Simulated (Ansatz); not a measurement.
Diatomic YN, multiplicity 3 (an upper state: multiplicity 1 came lower at CCSD(T)/def2-TZVPP on PBE0 minima). No spin–orbit coupling.

The constants come from a fifth-degree fit in 1/R (seven points, main isotopes). In def2 and cc sets the state is the lowest found near the PBE0 minimum, followed along R.

Programs: Ansatz (an electronic-structure program). Each number belongs to the level named beside it. In def2 rows elements past Kr take small-core potentials, without spin–orbit coupling.

| level | r_e (Å) | ω_e (cm⁻¹) | α_e (cm⁻¹) | B_e (cm⁻¹) | dipole (D) |
|---|---|---|---|---|---|
| PBE/def2-TZVPP | 1.846 | 818 | 0.0019 | 0.409 | 3.96 |
| PBE0/def2-TZVPP | 1.830 | 854 | 0.0017 | 0.416 | 4.07 |
| wB97X-V/def2-TZVPP | 1.833 | 860 | 0.0016 | 0.415 | 4.21 |
